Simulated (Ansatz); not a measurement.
MoO₃, charge +1, doublet, at a GFN2-xTB geometry (such geometries of metal compounds can be far from the true shape) (the multiplicity is a formal guess) (core potentials on Mo); Ansatz (a program for electronic structure) with REVPBE/def2-SVPD.

Input for Ansatz:
Ansatz 0.2 input:
```yaml
crystal:
  periodic: [false, false, false]
  atoms:
    - {symbol: Mo, position_ang: [0.00000000, -0.00000000, -0.00000000]}
    - {symbol: O, position_ang: [-1.13555064, -1.19952535, -0.09964600]}
    - {symbol: O, position_ang: [-0.10119083, 1.31969514, -0.99319224]}
    - {symbol: O, position_ang: [1.23674147, -0.12016978, 1.09283824]}
basis:
  gaussian:
    orbitals: def2-SVPD
hamiltonian:
  xc: revpbe
total_charge: 1
magnetization: {spin_polarized: true, initial_magnetization: 1}
```

Q: Predict the main parts of the log of this Ansatz run.

A: 
```
Functional definition: revPBE
861 factors; their error is unknown
mean field evaluation 1: about -7953.5947 eV, gradient 9.0e1 eV
mean field evaluation 2: about -7674.1803 eV, gradient 2.4e2 eV
mean field evaluation 4: about -7933.8518 eV, gradient 1.1e2 eV
mean field evaluation 8: about -7981.8358 eV, gradient 1.3e1 eV
mean field evaluation 16: about -7982.5094 eV, gradient 1.0e-1 eV
mean field evaluation 32: about -7982.5097 eV, gradient 7.1e-4 eV
mean field evaluation 64: about -7982.5092 eV, gradient 3.2e-4 eV
mean field evaluation 96: about -7982.5092 eV, gradient 1.3e-2 eV
mean field evaluation 128: about -7982.1083 eV, gradient 3.2e0 eV
mean field -7982.50967871 eV, -293.3518199534 hartree, gradient 6.2e-6 eV, S^2 0.760536; 14 other end points of the search recorded, 0 dependent functions left out
reference -7982.50974054 eV, -293.3518222255 hartree; 19, 18 occupied and 84, 85 virtual orbitals, 861 factors
Total energy: -7982.50974054 eV, -293.3518222255 hartree
```
